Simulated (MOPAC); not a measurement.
MOPAC input (PM6):

```
PM6 1SCF UHF MS=0.5 GEO-OK AUX(PRECISION=9) THREADS=1
C5H7

C     2.32392547 1   -0.13072028 1    0.28627980 1
C     0.98496526 1   -0.32276563 1    0.21932476 1
C     0.06429421 1    0.65095086 1   -0.23198067 1
C    -1.33674077 1    0.49584399 1   -0.31884094 1
C    -2.06812010 1   -0.60432030 1    0.00935337 1
H     2.99016038 1   -0.90565843 1    0.63863426 1
H     2.77196921 1    0.80948181 1   -0.01235026 1
H     0.59193334 1   -1.28493173 1    0.53164738 1
H     0.47594588 1    1.60623471 1   -0.53987106 1
H    -1.88135917 1    1.35824258 1   -0.69077543 1
H    -3.14333062 1   -0.60644307 1   -0.10015546 1
H    -1.61526338 1   -1.51085775 1    0.38805268 1
```

From the output:

```
                                                       MOPAC v23.2.5 Linux

          FINAL HEAT OF FORMATION =         41.16674 KCAL/MOL =     172.24166 KJ/MOL

          COSMO AREA              =        123.48 SQUARE ANGSTROMS
          COSMO VOLUME            =        108.87 CUBIC ANGSTROMS

          IONIZATION POTENTIAL    =          8.766509 EV
          ALPHA SOMO LUMO (EV)    =         -8.767  0.681
          BETA  SOMO LUMO (EV)    =        -10.102 -0.421
          NO. OF ALPHA ELECTRONS  =         14
          NO. OF BETA  ELECTRONS  =         13
          MOLECULAR WEIGHT        =         67.1103         POINT GROUP:  Cs

          MOLECULAR DIMENSIONS (Angstroms)

            Atom       Atom       Distance
            H    11    H     6     6.18507
            H    12    H     9     3.41564
            C     4    C     3     0.00000

          SCF CALCULATIONS        =          1

   ATOM   CHEMICAL          X               Y               Z
  NUMBER   SYMBOL      (ANGSTROMS)     (ANGSTROMS)     (ANGSTROMS)

     1       C          2.32392547  *  -0.13072028  *   0.28627980  *
     2       C          0.98496526  *  -0.32276563  *   0.21932476  *
     3       C          0.06429421  *   0.65095086  *  -0.23198067  *
     4       C         -1.33674077  *   0.49584399  *  -0.31884094  *
     5       C         -2.06812010  *  -0.60432030  *   0.00935337  *
     6       H          2.99016038  *  -0.90565843  *   0.63863426  *
     7       H          2.77196921  *   0.80948181  *  -0.01235026  *
     8       H          0.59193334  *  -1.28493173  *   0.53164738  *
     9       H          0.47594588  *   1.60623471  *  -0.53987106  *
    10       H         -1.88135917  *   1.35824258  *  -0.69077543  *
    11       H         -3.14333062  *  -0.60644307  *  -0.10015546  *
    12       H         -1.61526338  *  -1.51085775  *   0.38805268  *

                             CARTESIAN COORDINATES

   1    C        2.323925470    -0.130720280     0.286279800
   2    C        0.984965260    -0.322765630     0.219324760
   3    C        0.064294210     0.650950860    -0.231980670
   4    C       -1.336740770     0.495843990    -0.318840940
   5    C       -2.068120100    -0.604320300     0.009353370
   6    H        2.990160380    -0.905658430     0.638634260
   7    H        2.771969210     0.809481810    -0.012350260
   8    H        0.591933340    -1.284931730     0.531647380
   9    H        0.475945880     1.606234710    -0.539871060
  10    H       -1.881359170     1.358242580    -0.690775430
  11    H       -3.143330620    -0.606443070    -0.100155460
  12    H       -1.615263380    -1.510857750     0.388052680

           Empirical Formula: C5 H7  =    12 atoms

      MOLECULAR POINT GROUP   :   Cs

          ALPHA EIGENVALUES
 -28.42475 -26.76384 -23.69497 -20.86998 -18.56840 -16.70312 -15.63093 -14.18970
 -13.52427 -12.58813 -12.58763 -11.93770 -10.79000  -8.76651   0.68063   1.91275
   4.61967   4.68887   5.32173   5.49398   5.80486   5.90357   6.04225   6.17257
   6.28102   6.37339   6.55253

           BETA EIGENVALUES
 -28.35981 -26.70136 -23.48464 -20.80163 -18.48949 -16.62171 -15.51759 -14.06883
 -13.39897 -12.49242 -11.95675 -11.88269 -10.10221  -0.42129   1.24852   2.50988
   4.70208   4.76478   5.39441   5.54480   5.81341   5.96763   6.16539   6.28640
   6.39863   6.42289   6.60212

              NET ATOMIC CHARGES AND DIPOLE CONTRIBUTIONS

  ATOM NO.   TYPE          CHARGE      No. of ELECS.   s-Pop       p-Pop
    1          C          -0.324342        4.3243     1.12853     3.19581
    2          C          -0.108730        4.1087     1.09533     3.01340
    3          C          -0.158354        4.1584     1.11240     3.04595
    4          C          -0.117745        4.1177     1.09647     3.02127
    5          C          -0.313048        4.3130     1.12858     3.18447
    6          H           0.150876        0.8491     0.84912
    7          H           0.150345        0.8497     0.84966
    8          H           0.141145        0.8589     0.85885
    9          H           0.143400        0.8566     0.85660
   10          H           0.138102        0.8619     0.86190
   11          H           0.148143        0.8519     0.85186
   12          H           0.150207        0.8498     0.84979
 DIPOLE           X         Y         Z       TOTAL
 POINT-CHG.    -0.070     0.048    -0.025     0.089
 HYBRID         0.013    -0.010     0.005     0.017
 SUM           -0.057     0.038    -0.020     0.072

          ATOMIC ORBITAL ELECTRON POPULATIONS

     Atom    s        px        py        pz
    1  C   1.12853   1.03800   1.12306   1.03475
    2  C   1.09533   0.97983   1.05005   0.98352
    3  C   1.11240   0.98129   1.05629   1.00837
    4  C   1.09647   0.98805   1.03768   0.99554
    5  C   1.12858   1.10094   1.05924   1.02429
    6  H   0.84912
    7  H   0.84966
    8  H   0.85885
    9  H   0.85660
   10  H   0.86190
   11  H   0.85186
   12  H   0.84979

                    (SZ)    =    0.500000
                    (S**2)  =    1.019259

          ATOMIC ORBITAL SPIN POPULATIONS

    Atom   Total    s     px     py     pz
         Atomic
    1  C  0.5940  0.016  0.032  0.082  0.464
    2  C -0.4216 -0.017 -0.033 -0.063 -0.309
    3  C  0.7247  0.022  0.041  0.103  0.559
    4  C -0.4351 -0.017 -0.036 -0.064 -0.318
    5  C  0.6148  0.016  0.030  0.088  0.481
    6  H -0.0203 -0.020
    7  H -0.0200 -0.020
    8  H  0.0146  0.015
    9  H -0.0248 -0.025
   10  H  0.0153  0.015
   11  H -0.0210 -0.021
   12  H -0.0206 -0.021

 **********************
 *                    *
 * JOB ENDED NORMALLY *
 *                    *
 **********************

 == MOPAC DONE ==
```

The geometry given is a B3LYP-D3(BJ)/def2-TZVP minimum.

The determinant is spin-contaminated: <S^2> is 1.02 against 0.75 for a pure state.
